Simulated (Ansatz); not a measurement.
Relaxation of GeH₆NO₂ (10 atoms, charge 0, multiplicity 2), to a largest force component of 0.03 eV/Å in at most 50 steps.

These are results of UKS PBE/def2-SVP (Ansatz), not measurements.

```xyz
10
Properties=species:S:1:pos:R:3:forces:R:3
Ge -0.050 0.040 -0.104 0.00 0.00 -0.20
H -0.133 0.076 1.448 -0.01 0.00 0.31
O 1.645 -0.053 -0.694 -0.01 -0.01 0.01
H 1.996 -0.956 -0.579 0.00 0.00 0.00
H -0.615 1.295 -0.802 0.00 0.01 -0.02
O -0.926 -1.429 -0.677 0.01 0.01 0.01
H -1.236 -1.953 0.085 0.00 0.00 -0.01
N -0.355 0.151 3.692 0.06 -0.01 -0.09
H -0.088 -0.839 3.901 0.00 0.01 -0.01
H 0.565 0.626 3.851 -0.05 0.00 -0.01
```

Where does it end, and by what steps?

The run converged. After 32 steps the energy has fallen by 1.489 eV; H2 moved furthest, 1.71 Å. Parted: Ge1–H2 (1.56 → 3.06 Å). Joined: H2–N8 (2.26 → 1.03 Å).

```json
{"step": "0", "energy less start (eV)": "0.0000", "largest force component (eV/Å)": "0.314", "accepted": "yes"}
{"step": "2", "energy less start (eV)": "-0.0199", "largest force component (eV/Å)": "1.255", "accepted": "yes"}
{"step": "4", "energy less start (eV)": "-0.2850", "largest force component (eV/Å)": "1.574", "accepted": "yes"}
{"step": "6", "energy less start (eV)": "-1.0465", "largest force component (eV/Å)": "2.029", "accepted": "yes"}
{"step": "8", "energy less start (eV)": "-1.2604", "largest force component (eV/Å)": "1.582", "accepted": "yes"}
{"step": "10", "energy less start (eV)": "-1.3456", "largest force component (eV/Å)": "0.165", "accepted": "yes"}
{"step": "12", "energy less start (eV)": "-1.3652", "largest force component (eV/Å)": "0.296", "accepted": "yes"}
{"step": "14", "energy less start (eV)": "-1.3574", "largest force component (eV/Å)": "1.003", "accepted": "no"}
{"step": "16", "energy less start (eV)": "-1.3852", "largest force component (eV/Å)": "0.276", "accepted": "yes"}
{"step": "18", "energy less start (eV)": "-1.3941", "largest force component (eV/Å)": "0.464", "accepted": "yes"}
{"step": "20", "energy less start (eV)": "-1.4327", "largest force component (eV/Å)": "0.689", "accepted": "yes"}
{"step": "22", "energy less start (eV)": "-1.4619", "largest force component (eV/Å)": "0.677", "accepted": "yes"}
{"step": "24", "energy less start (eV)": "-1.4799", "largest force component (eV/Å)": "0.156", "accepted": "yes"}
{"step": "26", "energy less start (eV)": "-1.4835", "largest force component (eV/Å)": "0.070", "accepted": "yes"}
{"step": "28", "energy less start (eV)": "-1.4866", "largest force component (eV/Å)": "0.239", "accepted": "yes"}
{"step": "30", "energy less start (eV)": "-1.4877", "largest force component (eV/Å)": "0.061", "accepted": "no"}
{"step": "32", "energy less start (eV)": "-1.4893", "largest force component (eV/Å)": "0.015", "accepted": "yes"}
```

```xyz
10
Properties=species:S:1:pos:R:3
Ge -0.247 0.306 0.008
H -0.604 0.461 3.045
O 1.562 0.317 0.115
H 1.860 -0.593 0.316
H -0.584 0.875 -1.452
O -0.549 -1.496 0.040
H -1.484 -1.718 -0.133
N 0.124 -0.264 3.084
H -0.213 -1.050 2.511
H 0.939 0.121 2.587
```

Whether the end is a true minimum wasn't checked by a vibrational analysis.

Run time: 55 s on 4 threads of Arm Neoverse V1, on a shared host, peak memory 0.17 GiB.
